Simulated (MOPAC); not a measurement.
MOPAC input (PM6):

```
PM6 PRECISE GNORM=0.05 LET XYZ CHARGE=-1 GEO-OK AUX(PRECISION=9) THREADS=1
CBrClF

F    -0.76259500 1    1.64911800 1   -0.49284200 1
C    -0.68044400 1    0.76889700 1    0.52664300 1
Cl   -2.01199800 1   -0.57034200 1    0.01137400 1
Br    1.29000000 1   -0.27884700 1    0.03092500 1
```

From the output:

```
                                                       MOPAC v23.2.5 Linux

          FINAL HEAT OF FORMATION =        -94.77429 KCAL/MOL =    -396.53563 KJ/MOL

          COSMO AREA              =        112.53 SQUARE ANGSTROMS
          COSMO VOLUME            =         99.60 CUBIC ANGSTROMS

          GRADIENT NORM           =          0.01096          =       0.00548 PER ATOM
          IONIZATION POTENTIAL    =          4.832148 EV
          HOMO LUMO ENERGIES (EV) =         -4.832  5.234
          NO. OF FILLED LEVELS    =         13
          MOLECULAR WEIGHT        =        146.3664         POINT GROUP:  C1

          MOLECULAR DIMENSIONS (Angstroms)

            Atom       Atom       Distance
           Br     4   Cl     3     3.30614
           Cl     3    F     1     2.16578
            C     2   Cl     3     0.65133

          SCF CALCULATIONS        =         10

   ATOM   CHEMICAL          X               Y               Z
  NUMBER   SYMBOL      (ANGSTROMS)     (ANGSTROMS)     (ANGSTROMS)

     1       F         -0.77223362  *   1.66817288  *  -0.45935667  *
     2       C         -0.63600425  *   0.69942840  *   0.43700557  *
     3      Cl         -2.01436578  *  -0.55852246  *   0.02488714  *
     4      Br          1.27904742  *  -0.26907787  *   0.04034919  *

                             CARTESIAN COORDINATES

   1    F       -0.772233621     1.668172879    -0.459356667
   2    C       -0.636004250     0.699428403     0.437005573
   3   Cl       -2.014365776    -0.558522458     0.024887141
   4   Br        1.279047423    -0.269077867     0.040349186

           Empirical Formula: C F Cl Br  =     4 atoms

      MOLECULAR POINT GROUP   :   C1

                  EIGENVALUES
 -36.86793 -23.56298 -22.56854 -17.14222 -12.60025 -12.44080 -10.94458  -7.82056
  -7.19160  -6.71154  -5.83322  -5.62652  -4.83215   5.23436   5.95837   8.06809
  97.99139  98.11445  98.16294  98.89244  98.89469 122.17305 122.20909 122.26887
 122.53819 122.53966

              NET ATOMIC CHARGES AND DIPOLE CONTRIBUTIONS

  ATOM NO.   TYPE          CHARGE      No. of ELECS.   s-Pop       p-Pop       d-Pop
    1          F          -0.326965        7.3270     1.96310     5.36387
    2          C           0.475768        3.5242     1.79303     1.73120
    3         Cl          -0.525031        7.5250     1.99416     5.52628     0.00460
    4         Br          -0.623772        7.6238     1.99594     5.62381     0.00403
 DIPOLE           X         Y         Z       TOTAL
 POINT-CHG.     1.285     1.154     1.557     2.325
 HYBRID         0.021    -0.330    -1.791     1.821
 SUM            1.306     0.824    -0.234     1.562

          ATOMIC ORBITAL ELECTRON POPULATIONS

     Atom    s        px        py        pz      x^2-y^2     xz        z^2       yz        xy
    1  F   1.96310   1.94617   1.66581   1.75188
    2  C   1.79303   0.48065   0.49455   0.75601
    3 Cl   1.99416   1.74912   1.80491   1.97225   0.00079   0.00049   0.00071   0.00044   0.00217
    4 Br   1.99594   1.71093   1.92580   1.98707   0.00108   0.00056   0.00067   0.00016   0.00156

 **********************
 *                    *
 * JOB ENDED NORMALLY *
 *                    *
 **********************

 == MOPAC DONE ==
```

The dipole moment of an ion depends on the origin.

The geometry given is a B3LYP-D3(BJ)/def2-TZVP minimum.
